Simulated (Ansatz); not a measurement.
`CC1=CB1` + H₂ → `B1C=C1` + CH₄ at 500 K and 1 bar (hydrogenolysis of a C–C bond).

Program: Ansatz. Geometries: PBE0-D4/def2-TZVP. ΔE: electronic, gas phase. CCSD(T)/CBS is the MP2 limit (def2-TZVPP, def2-QZVPP) plus CCSD(T) − MP2 in def2-TZVPP, frozen cores. This one scheme is used for every species.

| species | CCSD(T)/CBS energy (Eh) | H − E (kJ/mol) | S (J/(mol·K)) |
| --- | --- | --- | --- |
| `CC1=CB1` | -141.90193 | 217.8 | 333.6 |
| H₂ | -1.17544 | 41.0 | 145.5 |
| `B1C=C1` | -102.63332 | 133.7 | 271.4 |
| CH₄ | -40.46206 | 135.6 | 206.8 |

H − E and S are ideal-gas, rigid-rotor, harmonic terms from PBE0-D4/def2-TZVP. The MP2-based limit puts H₂ 0.8 mEh under its directly extrapolated value; such offsets cancel only in part. 1 Eh = 2625.50 kJ/mol, R = 8.31446 J/(mol·K).

By hand: ΔE, ΔH, ΔS and ΔG.

ΔE = (-102.63332) + (-40.46206) − (-141.90193) − (-1.17544) = -0.01801 Eh = -47.3 kJ/mol. Δ(H − E) = 133.7 + 135.6 − 217.8 − 41.0 = 10.5, so ΔH = -36.8 kJ/mol. ΔS = 271.4 + 206.8 − 333.6 − 145.5 = -0.9 J/(mol·K). ΔG = -36.8 − 500 × (-0.9)/1000 = -36.3 kJ/mol.

By hand: the equilibrium constant, and the temperature at which ΔG would vanish if ΔH and ΔS stayed fixed.

log₁₀ K = −ΔG/(RT ln 10) = 3.8. ΔG = 0 at ΔH/ΔS = 40889 K, far beyond where these terms or the molecules hold.

The number of gas molecules stays the same, so ΔS is small and ΔH decides. A doubt of 5 kJ/mol in ΔE shifts log₁₀ K by 0.5 here. These are equilibria of isolated gas molecules and say nothing of rates. Largest T1 diagnostic: 0.010 (customary marks: 0.02 for closed shells, 0.045 for open ones).
